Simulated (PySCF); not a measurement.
H3NZn, SMILES [NH2][ZnH]. Atoms are numbered in the order given.

```xyz
5

Zn    -0.3961     0.0054     0.0000
H     -1.9190    -0.0249     0.0000
N      1.4188    -0.0783     0.0000
H      1.9348     0.2052     0.8194
H      1.9348     0.2052    -0.8194
```

Geometry optimised at PBE0-D3(BJ)/def2-TZVP.

These are TDDFT-B3LYP/def2-TZVPD (PySCF) values and carry that method's errors.

Vertical excitations. Gas-phase values at a fixed geometry. State labels are in the subgroup Cs.

Computed lowest excited states:
| state | symmetry | energy (eV) | λ (nm) | f | main pairs |
|---|---|---|---|---|---|
| S1 | A" | 4.87 | 255 | 0.000 | HOMO→LUMO 99 % |
| S2 | A' | 5.11 | 242 | 0.064 | HOMO→LUMO+1 81 %, HOMO→LUMO+2 18 % |
| S3 | A' | 5.70 | 218 | 0.043 | HOMO→LUMO+2 79 %, HOMO→LUMO+1 17 % |
| S4 | A' | 6.73 | 184 | 0.001 | HOMO→LUMO+3 82 %, HOMO→LUMO+6 14 % |
| S5 | A" | 6.88 | 180 | 0.001 | HOMO→LUMO+4 95 % |
| S6 | A" | 7.01 | 177 | 0.076 | HOMO−1→LUMO 96 % |
| S7 | A' | 7.13 | 174 | 0.039 | HOMO→LUMO+5 61 %, HOMO→LUMO+6 24 %, HOMO→LUMO+3 11 % |
| S8 | A' | 7.27 | 171 | 0.016 | HOMO→LUMO+6 59 %, HOMO→LUMO+5 34 % |
| S9 | A' | 7.35 | 169 | 0.096 | HOMO−1→LUMO+1 54 %, HOMO−1→LUMO+2 41 % |
| S10 | A' | 7.69 | 161 | 0.356 | HOMO−1→LUMO+2 51 %, HOMO−1→LUMO+1 40 % |
| T1 | A' | 4.61 | 269 | 0 | HOMO→LUMO+1 96 % |
| T2 | A" | 4.80 | 258 | 0 | HOMO→LUMO 98 % |
| T3 | A' | 5.00 | 248 | 0 | HOMO→LUMO+2 96 % |
| T4 | A" | 6.42 | 193 | 0 | HOMO−1→LUMO 95 % |
Triplets are in the Tamm–Dancoff approximation, which puts them higher than full response would, so one can lie above its singlet here.
